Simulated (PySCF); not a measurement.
ethynylcyclobutane (C6H8), SMILES C#CC1CCC1.

The structure is a stationary point at B3LYP-D3(BJ)/def2-SVP.

Calculation: PBE/def2-TZVP in PySCF.

Isolated molecule, no solvent.

```yaml
total_energy: -233.11741 hartree
point_group: Cs
highest_occupied_level: -6.31 eV
lowest_empty_level: -0.10 eV
orbital_gap: 6.21 eV
dipole_moment: 0.194 e·Å
quadrupole, principal values (traceless, Buckingham form, about the centre of nuclear charge): -2.43, -1.47, 3.90 D·Å
mean_static_polarisability: 69.6 bohr³ (10.32 Å³)
polarisability_principal_values: 54.7, 59.9, 94.3 bohr³
```
